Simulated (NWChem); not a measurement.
System: C$_{4}$H$_{7}$F; SMILES CC(C)=CF

All runs: NWChem. Pople sets run with spherical d functions. Structure relaxed at the PBE0/def2-SVP level. COSMO at M05-2X/6-31G*, default radii, gas-phase geometry; f = (ε − 1)/ε scales the surface charges.

```csv
row,f,electrostatic solvation energy (kcal/mol)
ε = 1.5,0.3333,-0.68
ε = 2.0,0.5000,-1.05
ε = 2.4,0.5833,withheld
ε = 25.0,0.9600,-2.13
ε = 37.5,0.9733,-2.16
```

Task: Fit a straight line of the last column on the one before it, predict the withheld value, and compare with the run.

Result: 
1. Means of the 4 shown rows: x = 0.69165, y = -1.505. Slope Σ(x − x̄)(y − ȳ)/Σ(x − x̄)² = -0.7350/0.3165 = -2.323; intercept 0.102.
2. The shown rows scatter about the line by 0.006 (root mean square); the largest residual is +0.01, at ε = 2.0.
3. At x = 0.5833 (ε = 2.4; inside the shown range) the line gives -1.25.
4. The run gives -1.23, +0.02 from the line.
